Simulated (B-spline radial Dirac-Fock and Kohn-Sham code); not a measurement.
Photoabsorption cross section of Si¹²⁺ by shell

System: Si¹²⁺, configuration 1s2.

These are calculated numbers from a B-spline atomic structure program; the model is independent-particle photoionisation in a Dirac-Hartree-Slater potential with a Latter tail, all multipoles, thresholds from Dirac-Fock ΔSCF.

Computed thresholds (eV): K 2436.4.

```csv
photon energy (eV),total (b),K (%)
2984.4,43330,100.0
8047.8,2848,100.0
17100,299.2,100.0
22162.9,133.6,100.0
31000,46.25,100.0
40000,20.52,100.0
60000,5.631,100.0
63900,4.608,100.0
113000,0.7465,100.0
```

Q: With what power of the photon energy does the total fall between 63900 and 113000 eV?

A: As E^-3.19. The non-relativistic Born limit for an s electron far above threshold is E^-3.5; near threshold and at relativistic energies the fall is slower.
